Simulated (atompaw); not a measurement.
An all-electron radial function and its pseudo partner (nitrogen (N))

Columns: radius, all-electron u(r) and pseudo u(r) of the 2s shell (level -32.46 eV) of nitrogen in the configuration [He] 2s2 2p2; PBE, scalar-relativistic, PAW (atompaw) scheme, atompaw 4.2.0.5.

| r (bohr) | all-electron | pseudo |
| --- | --- | --- |
| 0.056 | -0.3196 | 0.0921 |
| 0.112 | -0.4090 | 0.1831 |
| 0.167 | -0.3681 | 0.2707 |
| 0.223 | -0.2556 | 0.3569 |
| 0.279 | -0.1090 | 0.4394 |
| 0.335 | 0.0487 | 0.5174 |
| 0.390 | 0.2006 | 0.5887 |
| 0.446 | 0.3444 | 0.6555 |
| 0.502 | 0.4729 | 0.7157 |
| 0.558 | 0.5846 | 0.7690 |
| 0.613 | 0.6773 | 0.8144 |
| 0.669 | 0.7549 | 0.8532 |
| 0.725 | 0.8162 | 0.8845 |
| 0.781 | 0.8625 | 0.9083 |
| 0.837 | 0.8954 | 0.9249 |
| 0.892 | 0.9160 | 0.9344 |
| 0.948 | 0.9268 | 0.9375 |
| 1.004 | 0.9286 | 0.9344 |
| 1.060 | 0.9228 | 0.9258 |
| 1.115 | 0.9110 | 0.9123 |
| 1.171 | 0.8937 | 0.8943 |
| 1.227 | 0.8723 | 0.8725 |
| 1.283 | 0.8475 | 0.8475 |
| 1.338 | 0.8206 | 0.8206 |
| 1.394 | 0.7913 | 0.7913 |
| 1.450 | 0.7607 | 0.7607 |

(1) How many radial nodes do the two functions have?

(2) Where does each function peak?

(3) Is the pseudo-wave norm-conserving?

Answers

(1) The all-electron 2s function has n − l − 1 = 1; the pseudo-wave has 0, since the states of the same l below it are removed with the core.

(2) Outermost all-electron maximum near 1.00 bohr, pseudo maximum near 0.95 bohr (to the table’s step).

(3) No, it belongs to a PAW set: the norm inside the radius is not constrained, and the difference is carried by the augmentation charge.
